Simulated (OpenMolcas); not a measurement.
# Levels of Cl IV by method

* Program: OpenMolcas 26.06
* Basis: ANO-R3 [6s5p4d3f1g]
* Scalar Hamiltonian: X2C, finite nucleus
* Active space: 2 electrons in 9 orbitals (RAS2 3p; RAS3 3d 4s, at most 1 electron)
* State averaging: 2S+1 = 3 even, 3 roots; 2S+1 = 1 even, 6 roots; 2S+1 = 3 odd, 18 roots; 2S+1 = 1 odd, 18 roots
* Spin-orbit coupling: state interaction with AMFI integrals over the reference wave functions, term energies averaged over their components

Methods on the same reference wave functions:
A. RASSCF
B. SS-RASPT2, IPEA 0.25 Eh, imaginary shift 0.1 Eh (closed shells correlated: 2s 2p 3s)
C. MS-RASPT2, IPEA 0.25 Eh, imaginary shift 0.1 Eh (closed shells correlated: 2s 2p 3s)

Energies in cm-1 above 3s2 3p2 3P0, the measured ground level; measured values from Moore, Atomic Energy Levels, vol. I, NSRDS-NBS 35 (1971 reprint of NBS Circular 467, 1949).

| Level | A | B | C | Measured |
| --- | --- | --- | --- | --- |
| 3s2 3p2 3P0 | 0.0 | 0.0 | 0.0 | 0.0 |
| 3s2 3p2 3P1 | 445 | 447 | 447 | 491 |
| 3s2 3p2 3P2 | 1246 | 1243 | 1243 | 1341 |
| 3s2 3p2 1D2 | 16826 | 13530 | 13530 | 13766 |
| 3s2 3p2 1S0 | 40585 | 38260 | 38260 | 32550 |
| 3s2 3p 3d 3F* 2 | 153326 | 152980 | 152980 |  |
| 3s2 3p 3d 3F* 3 | 153799 | 153410 | 153410 |  |
| 3s2 3p 3d 3F* 4 | 154404 | 154030 | 154030 |  |
| 3s2 3p 3d 1D* 2 | 159096 | 138680 | 138680 |  |
| 3s2 3p 3d 3P* 2 | 175971 | 159700 | 159650 |  |
| 3s2 3p 3d 3P* 1 | 176366 | 160100 | 160050 |  |
| 3s2 3p 3d 3P* 0 | 176602 | 160350 | 160300 |  |
| 3s2 3p 3d 3D* 1 | 180025 | 162930 | 162930 |  |
| 3s2 3p 3d 3D* 2 | 180218 | 163140 | 163140 |  |
| 3s2 3p 3d 3D* 3 | 180400 | 163310 | 163310 |  |
| 3s2 3p 3d 1P* 1 | 208784 | 188710 | 188710 |  |
| 3s2 3p 3d 1F* 3 | 213764 | 202440 | 202440 |  |
| 3s2 3p 4s 3P* 0 | 219315 | 218230 | 218280 | 215026 |
| 3s2 3p 4s 3P* 1 | 219667 | 218570 | 218610 | 215389 |
| 3s2 3p 4s 3P* 2 | 220588 | 219510 | 219560 | 216468 |
| 3s2 3p 4s 1P* 1 | 224876 | 222630 | 222630 | 219454 |

Deviations, from unrounded energies. A percentage is the sum of absolute deviations over the sum of measured energies, with the sign that they share, or ± where signs differ.

```tsv
Against measurement	Levels	A	B	C
mean absolute deviation (cm-1)	8	3700	2300	2400
fine structure of the ground term (%)	2	-7.7	-7.8	-7.8
other terms of the ground configuration (%)	2	+24.0	±12.8	±12.8
other configurations (%)	4	+2.1	+1.5	+1.5
```

B, C lie about equally close to measurement and A furthest from it. The largest miss of B in the table is 3s2 3p2 1S0, by +5700 cm-1. The ranking rests on the paired levels alone, and a cruder setting can come out closer through cancelling errors.

Between B and C the level of the table that moves most is 3s2 3p 4s 3P* 2, by 52 cm-1 (lowest in B, highest in C). Moves below CASPT2's spread within the term are not significant.

The mean deviations of B to C differ by less than CASPT2's widest spread within a term (250 cm-1), so their order carries little weight.

From A to B the spin-free energies of the other terms of 3s2 3p2 shown, above 3P, scale by factors of 0.79 to 0.94.

The lowest spin-free term lies below A's lowest term by 0.357 hartree in B, 0.357 hartree in C.

Term energies are means over components that CASPT2 splits; among the terms shown or strongly mixed into the levels shown the widest spread is 250 cm-1 (3s2 3p 3d 3F*, C). Over all roots computed the reference weight is 0.82 to 0.97 in B, 0.82 to 0.97 in C; the roots of lowest weight are the least certain, and an intruder state may touch them. ANO sets are built for valence states and can reach diffuse excited orbitals poorly, and with the s shell closed the s pⁿ⁺¹ terms that mix with these levels are absent. With the s shell closed, the reference lacks s² → p² mixing. Some terms miss by over 15 % even with CASPT2, which points to a basis or an active space too small for the shells correlated (holds for B; C). Computed and measured levels are paired by configuration, term and J; levels that our copy of the source lacks, or whose pairing is in doubt (as where it misses far off the trend of its configuration), stay unpaired and out of the deviations. Only configurations of the active space appear.

* marks odd parity.
